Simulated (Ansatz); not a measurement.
One change: `[AlH2][CH2][AlH][GeH3]` becomes `B[CH2][AlH][GeH3]`.

Ansatz, PBE0-D4/def2-TZVP geometries, multiplicity 1. Each molecule was computed in one conformer, which needn't be the lowest.

Scalar relativity is left out up to krypton.

```
                                        property  `[AlH2][CH2][AlH][GeH3]`
           HOMO energy (ωB97M-V/def2-TZVPP) / eV                     -9.40
size of the dipole moment (B3LYP/def2-TZVPP) / D                      1.44
              HOMO energy (PBE0/def2-TZVPP) / eV                     -7.40
         HOMO–LUMO gap (ωB97M-V/def2-TZVPP) / eV                      8.99
  size of the dipole moment (PBE/def2-TZVPP) / D                      1.39
           LUMO energy (ωB97M-V/def2-TZVPP) / eV                     -0.41
```

(1) What does the change do to each property? (An estimate is asked.)

Results:

(1) The calculation gave: 
| property | `B[CH2][AlH][GeH3]` | shift |
| --- | --- | --- |
| HOMO energy (ωB97M-V/def2-TZVPP) / eV | -9.61 | -0.21 |
| size of the dipole moment (B3LYP/def2-TZVPP) / D | 1.43 | -0.01 |
| HOMO energy (PBE0/def2-TZVPP) / eV | -7.61 | -0.21 |
| HOMO–LUMO gap (ωB97M-V/def2-TZVPP) / eV | 9.10 | 0.11 |
| size of the dipole moment (PBE/def2-TZVPP) / D | 1.45 | 0.06 |
| LUMO energy (ωB97M-V/def2-TZVPP) / eV | -0.50 | -0.09 |

Dipoles are sizes alone; their direction can turn.

B3LYP here is the variant with VWN-RPA as its local correlation; programs differ in this.
